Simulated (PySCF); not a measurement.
## Correlation energy of Mo (molybdenum, neutral)

[Kr] 4d5 5p1, high-spin 7P determinant (an excited configuration). Computed with PySCF 2.14 in x2c-TZVPPall with one added diffuse shell each of s, p, d, f type (9s7p7d3f1g, 95 functions), with scalar relativity by spin-free X2C-1e. Frozen: [Kr]; 6 electrons correlated.

```
  level  correlation energy (mhartree)
   CCSD                         -78.95
    (T)                          -2.26
CCSD(T)                         -81.21
```

Diagnostics: T1 = 0.015, D1 = 0.0494, largest double amplitude 0.054.

Cost of the coupled-cluster step: about 10 core-seconds, for 6 correlated electrons.

Iterations:

```
CC2 = 0
CCSD nocc = (np.int64(6), np.int64(0)), nmo = (77, 77)
frozen orbitals [[0, 1, 2, 3, 4, 5, 6, 7, 8, 9, 10, 11, 12, 13, 14, 15, 16, 17], [0, 1, 2, 3, 4, 5, 6, 7, 8, 9, 10, 11, 12, 13, 14, 15, 16, 17]]
max_cycle = 100
direct = 0
conv_tol = 1e-08
conv_tol_normt = 1e-06
diis_space = 8
diis_start_cycle = 0
Init t2, MP2 energy = -0.0702498581482228
Init E_corr(UCCSD) = -0.0702498581746985
cycle = 1  E_corr(UCCSD) = -0.0768472293973455  dE = -0.00659737122  norm(t1,t2) = 0.0352859
cycle = 2  E_corr(UCCSD) = -0.0779197103676608  dE = -0.00107248097  norm(t1,t2) = 0.0181582
cycle = 3  E_corr(UCCSD) = -0.0787105203491963  dE = -0.000790809982  norm(t1,t2) = 0.0121149
cycle = 4  E_corr(UCCSD) = -0.0786845312113143  dE = 2.59891379e-05  norm(t1,t2) = 0.00627926
cycle = 5  E_corr(UCCSD) = -0.0789387128775838  dE = -0.000254181666  norm(t1,t2) = 0.00437759
cycle = 6  E_corr(UCCSD) = -0.0789447667215114  dE = -6.05384393e-06  norm(t1,t2) = 0.00152166
cycle = 7  E_corr(UCCSD) = -0.0789496518522489  dE = -4.88513074e-06  norm(t1,t2) = 0.000620067
cycle = 8  E_corr(UCCSD) = -0.0789545564567938  dE = -4.90460454e-06  norm(t1,t2) = 0.000393113
cycle = 9  E_corr(UCCSD) = -0.0789521987750148  dE = 2.35768178e-06  norm(t1,t2) = 0.000268619
cycle = 10  E_corr(UCCSD) = -0.0789531988890702  dE = -1.00011406e-06  norm(t1,t2) = 0.000233598
cycle = 11  E_corr(UCCSD) = -0.0789517119148794  dE = 1.48697419e-06  norm(t1,t2) = 0.000260895
cycle = 12  E_corr(UCCSD) = -0.0789546313901838  dE = -2.9194753e-06  norm(t1,t2) = 0.000257041
cycle = 13  E_corr(UCCSD) = -0.0789533791721144  dE = 1.25221807e-06  norm(t1,t2) = 0.000204198
cycle = 14  E_corr(UCCSD) = -0.0789542038512982  dE = -8.24679184e-07  norm(t1,t2) = 4.57349e-05
cycle = 15  E_corr(UCCSD) = -0.0789543532581176  dE = -1.49406819e-07  norm(t1,t2) = 1.57573e-05
cycle = 16  E_corr(UCCSD) = -0.0789544065828954  dE = -5.33247778e-08  norm(t1,t2) = 5.66065e-06
cycle = 17  E_corr(UCCSD) = -0.0789543839404745  dE = 2.26424209e-08  norm(t1,t2) = 2.42094e-06
cycle = 18  E_corr(UCCSD) = -0.0789544022495333  dE = -1.83090588e-08  norm(t1,t2) = 1.37916e-06
cycle = 19  E_corr(UCCSD) = -0.0789544191921208  dE = -1.69425874e-08  norm(t1,t2) = 9.85267e-07
cycle = 20  E_corr(UCCSD) = -0.0789544320021692  dE = -1.28100484e-08  norm(t1,t2) = 7.01519e-07
cycle = 21  E_corr(UCCSD) = -0.0789544383797921  dE = -6.37762296e-09  norm(t1,t2) = 3.31217e-07
UCCSD converged
E(UCCSD) = -4046.166069538395  E_corr = -0.07895443837979212
UCCSD(T) correction = -0.00225567068649281
```
